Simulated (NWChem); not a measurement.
System: tetramethylurea (C$_{5}$H$_{12}$N$_{2}$O); SMILES CN(C(=O)N(C)C)C

NWChem input:

```
start job
memory heap 200 mb stack 900 mb global 1100 mb
geometry units angstroms noautoz
  C     -2.381442    -0.360558    -0.568422
  N     -1.171258    -0.058372     0.154993
  C     -1.355607     0.682492     1.380168
  C      0.000000     0.000000    -0.583450
  O      0.000000     0.000000    -1.801835
  N      1.171258     0.058372     0.154993
  C      2.381442     0.360558    -0.568422
  C      1.355607    -0.682492     1.380168
  H     -2.901566     0.554148    -0.911457
  H     -3.072196    -0.926844     0.077344
  H     -2.137534    -0.957749    -1.454604
  H     -2.104111     1.483186     1.233499
  H     -1.710511     0.042868     2.208115
  H     -0.417813     1.161187     1.686091
  H      3.072196     0.926844     0.077344
  H      2.901566    -0.554148    -0.911457
  H      2.137534     0.957749    -1.454604
  H      2.104111    -1.483186     1.233499
  H      1.710511    -0.042868     2.208115
  H      0.417813    -1.161187     1.686091
end
basis spherical
  * library def2-svp
end
dft
  xc xpbe96 cpbe96
  iterations 150
  semidirect filesize 400000000
  mulliken
end
task dft gradient
```

Parts of the log:

```
             Northwest Computational Chemistry Package (NWChem) 7.3.0
             --------------------------------------------------------

 C2  symmetry detected

                             Geometry "geometry" -> ""
                             -------------------------

 Output coordinates in angstroms (scale by  1.889725989 to convert to a.u.)

  No.       Tag          Charge          X              Y              Z
 ---- ---------------- ---------- -------------- -------------- --------------
    1 C                    6.0000    -2.38076383    -0.36500910    -0.56331966
    2 N                    7.0000    -1.17114684    -0.06056138     0.16009534
    3 C                    6.0000    -1.35688044     0.67995671     1.38527034
    4 C                    6.0000     0.00000000     0.00000000    -0.57834766
    5 O                    8.0000     0.00000000     0.00000000    -1.79673266
    6 N                    7.0000     1.17114684     0.06056138     0.16009534
    7 C                    6.0000     2.38076383     0.36500910    -0.56331966
    8 C                    6.0000     1.35688044    -0.67995671     1.38527034
    9 H                    1.0000    -2.90259682     0.54872301    -0.90635466
   10 H                    1.0000    -3.07045804    -0.93258537     0.08244634
   11 H                    1.0000    -2.13573990    -0.96174311    -1.44950166
   12 H                    1.0000    -2.10687991     1.47925010     1.23860134
   13 H                    1.0000    -1.71058815     0.03967039     2.21321734
   14 H                    1.0000    -0.41998293     1.16040393     1.69119334
   15 H                    1.0000     3.07045804     0.93258537     0.08244634
   16 H                    1.0000     2.90259682    -0.54872301    -0.90635466
   17 H                    1.0000     2.13573990     0.96174311    -1.44950166
   18 H                    1.0000     2.10687991    -1.47925010     1.23860134
   19 H                    1.0000     1.71058815    -0.03967039     2.21321734
   20 H                    1.0000     0.41998293    -1.16040393     1.69119334

 Effective nuclear repulsion energy (a.u.)     416.3407458798

      Symmetry information
      --------------------

 Group name             C2
 Group number              4
 Group order               2
 No. of unique centers    11

  pbe96 is a nonlocal functional; adding pw91lda local functional.

                                 NWChem DFT Module
                                 -----------------

 Summary of "ao basis" -> "ao basis" (spherical)
 ------------------------------------------------------------------------------
       Tag                 Description            Shells   Functions and Types
 ---------------- ------------------------------  ------  ---------------------
 C                          def2-svp                 6       14   3s2p1d
 N                          def2-svp                 6       14   3s2p1d
 O                          def2-svp                 6       14   3s2p1d
 H                          def2-svp                 3        5   2s1p

      Symmetry analysis of basis
      --------------------------

        a          88
        b          84

            General Information
            -------------------
          SCF calculation type: DFT
          Wavefunction type:  closed shell.
          No. of atoms     :    20
          No. of electrons :    64
           Alpha electrons :    32
            Beta electrons :    32
          Charge           :     0
          Spin multiplicity:     1
          Use of symmetry is: on ; symmetry adaption is: on
          Maximum number of iterations: 150
          AO basis - number of functions:   172
                     number of shells:    84
          Convergence on energy requested:  1.00D-06
          Convergence on density requested:  1.00D-05
          Convergence on gradient requested:  5.00D-04

              XC Information
              --------------
          PerdewBurkeErnzerhof Exchange Functional  1.000
            Perdew 1991 LDA Correlation Functional  1.000 local
           PerdewBurkeErnz. Correlation Functional  1.000 non-local

             Grid Information
             ----------------
          Grid used for XC integration:  medium
          Radial quadrature: Mura-Knowles
          Angular quadrature: Lebedev.
          Tag              B.-S. Rad. Rad. Pts. Rad. Cut. Ang. Pts.
          ---              ---------- --------- --------- ---------
          C                   0.70       49          13.0       434
          N                   0.65       49          11.0       434
          O                   0.60       49          11.0       434
          H                   0.35       45          14.0       434
          Grid pruning is: on
          Number of quadrature shells:   515
          Spatial weights used:  Erf1

      Superposition of Atomic Density Guess
      -------------------------------------

 Sum of atomic energies:        -377.29491779

      Non-variational initial energy
      ------------------------------

 Total energy =    -382.722751
 1-e energy   =   -1335.914519
 2-e energy   =     536.851022
 HOMO         =      -0.250762
 LUMO         =       0.069862

      Symmetry analysis of molecular orbitals - initial
      -------------------------------------------------

  Numbering of irreducible representations:

     1 a           2 b

  Orbital symmetries:

     1 a           2 a           3 b           4 a           5 b
     6 a           7 b           8 a           9 a          10 b
    11 a          12 a          13 b          14 a          15 b
    16 a          17 b          18 a          19 b          20 a
    21 a          22 b          23 b          24 a          25 b
    26 a          27 b          28 a          29 b          30 b
    31 b          32 a          33 b          34 a          35 b
    36 a          37 b          38 a          39 a          40 b
    41 a          42 b

------------------------------------------------------------
EAF file 0: "./job.aoints.0" size=182452224 bytes
------------------------------------------------------------
               write      read    awrite     aread      wait
               -----      ----    ------     -----      ----
     calls:      348         0         0         0         0
   data(b): 1.82e+08  0.00e+00  0.00e+00  0.00e+00
   time(s): 0.00e+00  0.00e+00  0.00e+00  0.00e+00  0.00e+00
rate(mb/s): 0.00e+00  0.00e+00
------------------------------------------------------------

     ---------------------------------------------
      Total Density - Mulliken Population Analysis
     ---------------------------------------------

    Atom       Charge   Shell Charges
 -----------   ------   -------------------------------------------------------
    1 C    6     6.03   1.99  0.94  0.19  1.96  0.92  0.04
    2 N    7     7.49   1.99  1.00  0.47  2.40  1.60  0.03
    3 C    6     6.02   1.99  0.94  0.19  1.94  0.93  0.04
    4 C    6     5.12   1.99  0.88  0.10  1.55  0.47  0.12
    5 O    8     8.82   1.99  1.13  0.68  3.12  1.88  0.01
    6 N    7     7.49   1.99  1.00  0.47  2.40  1.60  0.03
    7 C    6     6.03   1.99  0.94  0.19  1.96  0.92  0.04
    8 C    6     6.02   1.99  0.94  0.19  1.94  0.93  0.04
    9 H    1     0.93   0.68  0.22  0.02
   10 H    1     0.91   0.68  0.21  0.02
   11 H    1     0.91   0.68  0.20  0.02
   12 H    1     0.92   0.68  0.22  0.02
   13 H    1     0.92   0.68  0.21  0.02
   14 H    1     0.90   0.68  0.20  0.02
   15 H    1     0.91   0.68  0.21  0.02
   16 H    1     0.93   0.68  0.22  0.02
   17 H    1     0.91   0.68  0.20  0.02
   18 H    1     0.92   0.68  0.22  0.02
   19 H    1     0.92   0.68  0.21  0.02
   20 H    1     0.90   0.68  0.20  0.02

[...]

                         DFT ENERGY GRADIENTS

    atom               coordinates                        gradient
                 x          y          z           x          y          z
   1 C      -4.498991  -0.689767  -1.064520    0.000565   0.000817  -0.000381
   2 N      -2.213147  -0.114444   0.302536    0.003620   0.001703  -0.004414
   3 C      -2.564132   1.284932   2.617781    0.000544   0.000300  -0.000628
   4 C       0.000000   0.000000  -1.092919    0.000000   0.000000  -0.008883
   5 O       0.000000   0.000000  -3.395332    0.000000   0.000000   0.025006
   6 N       2.213147   0.114444   0.302536   -0.003620  -0.001703  -0.004414
   7 C       4.498991   0.689767  -1.064520   -0.000565  -0.000817  -0.000381
   8 C       2.564132  -1.284932   2.617781   -0.000544  -0.000300  -0.000628
   9 H      -5.485113   1.036936  -1.712762    0.003065  -0.004541   0.001893
  10 H      -5.802324  -1.762331   0.155801    0.003896   0.002722  -0.003017
  11 H      -4.035963  -1.817431  -2.739161   -0.001134   0.002781   0.004586
  12 H      -3.981426   2.795377   2.340617    0.003962  -0.004282   0.000310
  13 H      -3.232543   0.074966   4.182374    0.002007   0.002749  -0.004773
  14 H      -0.793653   2.192845   3.195892   -0.004343  -0.002532  -0.001639
  15 H       5.802324   1.762331   0.155801   -0.003896  -0.002722  -0.003017
  16 H       5.485113  -1.036936  -1.712762   -0.003065   0.004541   0.001893
  17 H       4.035963   1.817431  -2.739161    0.001134  -0.002781   0.004586
  18 H       3.981426  -2.795377   2.340617   -0.003962   0.004282   0.000310
  19 H       3.232543  -0.074966   4.182374   -0.002007  -0.002749  -0.004773
  20 H       0.793653  -2.192845   3.195892    0.004343   0.002532  -0.001639
```

Level: PBE/def2-SVP. Structure relaxed at the PBE0/def2-SVP level. Not confirmed as a minimum by frequencies.
